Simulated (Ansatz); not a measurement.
Isolated molecules relaxed with PBE0-D4/def2-TZVP in Ansatz; ΔE leaves out vibrations. CCSD(T)/CBS adds triple-zeta CCSD(T) − MP2 to the extrapolated MP2 energy (def2 sets, frozen cores). DFT in def2-TZVPP. B3LYP here is the variant with VWN-RPA as its local correlation; programs differ in this. For Br, Se outer-core shells are correlated without core-valence functions, which leaves a few kJ/mol of doubt a bond. Scalar relativity is left out up to krypton. Each species was taken in one conformer, which may not be the lowest.

Consider the substitution at a C–Se bond: `C[Se]CC#N` + HBr → `N#CCBr` + `C[SeH]`.

```json
{"level": "PBE-D4", "ΔE (kJ/mol)": "33.8"}
{"level": "ωB97M-V", "ΔE (kJ/mol)": "34.7"}
{"level": "PBE0", "ΔE (kJ/mol)": "31.5"}
{"level": "B3LYP", "ΔE (kJ/mol)": "27.1"}
{"level": "SCS-MP2/def2-TZVPP", "ΔE (kJ/mol)": "34.4"}
{"level": "CCSD/def2-TZVPP", "ΔE (kJ/mol)": "34.0"}
{"level": "CCSD(T)/def2-TZVPP", "ΔE (kJ/mol)": "35.4"}
{"level": "CCSD/CBS(def2)", "ΔE (kJ/mol)": "34.9"}
```

(1) What does CCSD(T)/CBS give? (Estimate.)

Largest T1 diagnostic among the species: 0.011.

Results:

(1) The calculation gave: +36.3 kJ/mol. The listed levels differ from it by -2.5, -1.6, -4.8, -9.2, -1.9, -2.3, -0.9, -1.4 kJ/mol.

In def2-TZVPP, CCSD(T) changes the Hartree–Fock value by +9.2 kJ/mol (the triples alone add +1.4 kJ/mol) and MP2 by +12.6 kJ/mol. The D4 term adds +6.0 kJ/mol with B3LYP and +3.5 kJ/mol with PBE0; it sums over pairs of atoms, weighted by their polarisabilities, and B3LYP, whose exchange is more repulsive, gets the larger term.
